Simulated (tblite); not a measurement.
Compound: C6H8ClFO.
SMILES with atom numbers: `[CH3:1][C@:2]1([C:3](=[O:4])[Cl:5])[CH2:6][C@H:7]([F:8])[CH2:9]1` (hydrogens: H10, H11, H12 on C1; H13, H14 on C6; H15 on C7; H16, H17 on C9)

Geometry (GFN2-xTB, Å), atoms numbered from 1 in this order:
```
atom  x, y, z in Å
C1    -1.0771    1.3699    0.2797
C2    -0.3427    0.0348    0.2123
C3    -1.1639   -1.0213    0.8868
O4    -0.9322   -1.6043    1.8912
Cl5   -2.6520   -1.3732   -0.0069
C6     1.1216    0.0437    0.7056
C7     1.5756   -0.5021   -0.6531
F8     2.4799    0.3027   -1.3010
C9     0.1464   -0.3844   -1.1958
H10   -2.0257    1.3083   -0.2479
H11   -1.2667    1.6464    1.3150
H12   -0.4681    2.1428   -0.1824
H13    1.3218   -0.5977    1.5601
H14    1.5062    1.0418    0.8993
H15    2.0037   -1.5072   -0.6465
H16    0.0479    0.4115   -1.9303
H17   -0.2817   -1.2996   -1.5960
```

Computed values, GFN2-xTB/tblite, gas phase, harmonic and unscaled. The method is semi-empirical: single wavenumbers can be off by several per cent or more. One conformer, not necessarily the lowest.

Harmonic wavenumbers (cm⁻¹): 32.4, 42.0, 151.1, 189.2, 214.7, 271.5, 307.5, 362.7, 416.8, 442.1, 446.2, 575.2, 643.6, 691.7, 828.2, 857.7, 912.9, 930.4, 959.6, 990.7, 1029.2, 1058.3, 1077.2, 1148.4, 1167.3, 1195.6, 1216.5, 1231.7, 1246.1, 1265.3, 1306.9, 1398.9, 1439.9, 1451.1, 1482.4, 1485.0, 1828.2, 2956.3, 3030.4, 3031.0, 3033.7, 3036.0, 3037.1, 3044.8, 3046.9.

A = 2575, B = 831.8, C = 802.6 MHz; mass 150.025 u (most abundant isotopes); point group C1, symmetry number 1.

Task: Zero-point energy?

Result: ½Σν̃ = 28255 cm⁻¹ = 80.79 kcal/mol.

Task: Entropy at 298.15 K, 1 bar (ideal gas, RRHO, classical rotation)?

Result: Translation 40.95, rotation 29.62, vibration 26.95: S = 97.5 cal/(mol K).

Task: And Cp and H(298.15 K) − H(0)?

Result: Cp = 35.37 cal/(mol K), of which vibrations give 27.42 (their classical limit is 45 R = 89.4); H(298.15 K) − H(0) = 6.46 kcal/mol without the zero-point energy, 4.09 from vibrations.

Task: How do the functions run with temperature in this model?

Result: 
| T (K) | S (cal/(mol K)) | Cp (cal/(mol K)) | H − H(0) (kcal/mol) | G − H(0) (kcal/mol) | ln q(vib) |
| --- | --- | --- | --- | --- | --- |
| 50 | 60.5 | 12.6 | 0.52 | -2.51 | 0.87 |
| 100 | 70.6 | 17.2 | 1.26 | -5.80 | 2.06 |
| 373.15 | 106.2 | 42.3 | 9.37 | -30.26 | 8.40 |
| 500 | 120.0 | 52.4 | 15.40 | -44.62 | 11.33 |
| 750 | 144.1 | 66.1 | 30.35 | -77.73 | 16.95 |
| 1000 | 164.4 | 74.8 | 48.04 | -116.36 | 22.20 |

q(vib) and H(0) count from the zero-point level.

Task: What must be added to the electronic energy to get the Gibbs energy at 298.15 K and 1 bar?

Result: ZPE + [H(298.15 K) − H(0)] − T·S = 80.79 + 6.46 − 29.08 = 58.17 kcal/mol.

Task: Which modes carry the vibrational entropy at 298.15 K?

Result: 32.4 cm⁻¹: 5.68; 42.0 cm⁻¹: 5.16; 151.1 cm⁻¹: 2.66; 189.2 cm⁻¹: 2.24; 214.7 cm⁻¹: 2.00; 271.5 cm⁻¹: 1.59 cal/(mol K); the other 39 give 7.63 together.

Hindered rotation and anharmonicity are outside this model. Other conformers, if any are populated, would add a mixing term that is left out. The structure is chiral; the term R ln 2 for an equal mix with its mirror image is left out.
